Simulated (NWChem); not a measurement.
# fluoroethane (C2H5F); SMILES CCF

Program: NWChem. The geometry was optimised at PBE0/def2-SVP.

Predict the results for PBE/def2-TZVPD. Quantities: highest occupied level (eV); orbital gap (eV); dipole (D).


```yaml
highest occupied level (eV): -7.67
orbital gap (eV): 7.51
dipole (D): 1.75
```
